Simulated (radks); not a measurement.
Question: Mo7+, configuration [Ar] 3d10 4s2 4p5. Method: scalar-relativistic Kohn-Sham, SCAN, spin-polarised, spherical densities, finite nucleus; open shells are filled with parallel spins first (spin-orbit coupling, left out, can overturn this in heavy ions); meta-GGA in the generalised Kohn-Sham scheme; Fermi nuclear charge, rms radius 4.4091 fm; computed with a radial shooting solver on a logarithmic mesh with Libxc functionals. Some entries of the table are withheld. Estimate them.

orbital,occ.,eigenvalue (eV),<r^2> (bohr^2)
1s up,1,-19976.77,0.001669
1s down,1,-19976.53,0.001669
2s up,1,-2930.251,0.02781
2s down,1,-2930.145,0.02781
2p up,3,-2628.356,0.02193
2p down,3,-2628.134,0.02193
3s up,1,-594.3232,0.2089
3s down,1,-594.1147,0.2089
3p up,3,-494.3249,0.2141
3p down,3,-494.0496,0.2140
3d up,5,-332.6797,0.2052
3d down,5,-332.3481,0.2048
4s up,1,-166.9996,(1)
4s down,1,-165.0554,(2)
4p up,3,-137.8817,1.434
4p down,2,-135.9932,1.441

Answer: 
(1) 4s up <r^2> (bohr^2): 1.240
(2) 4s down <r^2> (bohr^2): 1.243
